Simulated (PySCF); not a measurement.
Correlation energy of Ta⁺ (tantalum, charge +1)

[Xe] 4f14 5d3 6p1, one real determinant (an excited configuration). Calculation: PySCF 2.14, in aug-cc-pVDZ-PP with ECP60MDF (5s5p4d2f, 54 functions); scalar relativity through the core potential. Frozen: 5s2 5p6; 4 electrons correlated.

```
  level  correlation energy (mhartree)
   CCSD                         -31.78
    (T)                          -4.58
CCSD(T)                         -36.36
```

Diagnostics: T1 = 0.018, D1 = 0.0395, largest double amplitude 0.443.

Q: Is a single reference adequate?

A: Not fully. The real determinant used has ⟨L²⟩ near 14 against 20 for a pure G term, so it mixes terms. Spin-orbit coupling, absent here, splits the open shell strongly. A double-excitation amplitude exceeds 0.15, a sign of near-degeneracy.

The reference is one real determinant that mixes LS terms of this configuration.
